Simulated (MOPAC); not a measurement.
MOPAC input (PM6):

```
PM6 PRECISE GNORM=0.05 LET XYZ UHF MS=0.5 GEO-OK AUX(PRECISION=9) THREADS=1
FGe

Ge   -0.00000000 1   -0.00000000 1   -0.38851526 1
F     0.00000000 1    0.00000000 1    1.38138759 1
```

**Question.** What heat of formation does the run end on?

**Answer.** -16.93 kcal/mol.
